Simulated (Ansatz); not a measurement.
A structure relaxed at PBE0-D4/def2-TZVP, charge 0, multiplicity 1:

Cartesian coordinates in Å:
```
C -1.330 -1.491 -1.439
Al -0.940 0.355 -0.936
Si 1.222 0.980 0.027
Al 1.222 0.670 2.445
H -0.481 -2.166 -1.310
H -1.650 -1.545 -2.485
H -2.164 -1.878 -0.843
H -2.076 1.463 -1.079
H 1.552 2.400 -0.303
H 2.288 0.113 -0.565
H 1.510 -0.766 3.064
H 0.846 1.864 3.425
```

Q: Give its formula and SMILES.

A: CH8Al2Si, `[CH3][AlH][SiH2][AlH2]`.

Q: Summarise the bond lengths by kind.

A: 1 × Al–C 1.953 Å; 3 × C–H 1.092 to 1.096 Å; 2 × Al–Si 2.438 to 2.448 Å; 3 × Al–H 1.590 to 1.593 Å; 2 × H–Si 1.494 to 1.496 Å.

Computed with Ansatz.
